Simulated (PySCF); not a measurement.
## WCl2: from structure and modes to constants

Level of theory: UPBE in PySCF with W def2-TZVP with ECP60, Cl def2-TZVP; scalar-relativistic core potentials, no spin–orbit coupling; density-fitted integrals.

The quintet minimum has C2v symmetry. Masses (u): W 183.95093, Cl 34.96885.

```xyz
3
charge 0 multiplicity 5, angstrom
W     0.0000    0.0000   -0.2175
Cl    2.1297    0.0000    0.5728
Cl   -2.1297    0.0000    0.5728
```

Harmonic wavenumbers (cm⁻¹): 63.9 (a1, ×1), 380.6 (a1, ×1), 389.3 (b2, ×1).

Q: What is the harmonic zero-point energy?

A: Half the sum of all 3 wavenumbers, 834/2 = 417 cm⁻¹, which is 5.0 kJ/mol (1 cm⁻¹ = 0.0119627 kJ/mol).

Q: Find the vibrational entropy and heat capacity at 298.15 K.

A: With u = 1.43878 ω/T, each mode gives S = R[u/(eᵘ−1) − ln(1−e⁻ᵘ)] and C = R u² eᵘ/(eᵘ−1)².
| ω (cm⁻¹) | u | S (J/(mol K)) | C (J/(mol K)) |
| --- | --- | --- | --- |
| 63.9 | 0.308 | 18.13 | 8.25 |
| 380.6 | 1.837 | 4.34 | 6.32 |
| 389.3 | 1.879 | 4.20 | 6.25 |
The sums over all modes are S = 26.7 and C = 20.8 J/(mol K); the softest mode gives 68 % of the entropy.

Q: Give the standard entropy (298.15 K, 1 bar) by its translational, rotational, vibrational and spin parts, and Cp.

A: Sackur–Tetrode with M = 253.89 u gives 177.9; rotation with symmetry number 2 gives 105.4; vibration 26.7; spin R ln 5 = 13.4. The total is 323.4 J/(mol K), and Cp = 4 R + 20.8 = 54.1 J/(mol K).

Other isomers or separated fragments may lie lower. Open d and f shells are described by one determinant, and the ground state may have another occupation or spin. No spin–orbit coupling is included, which matters more the heavier the element.
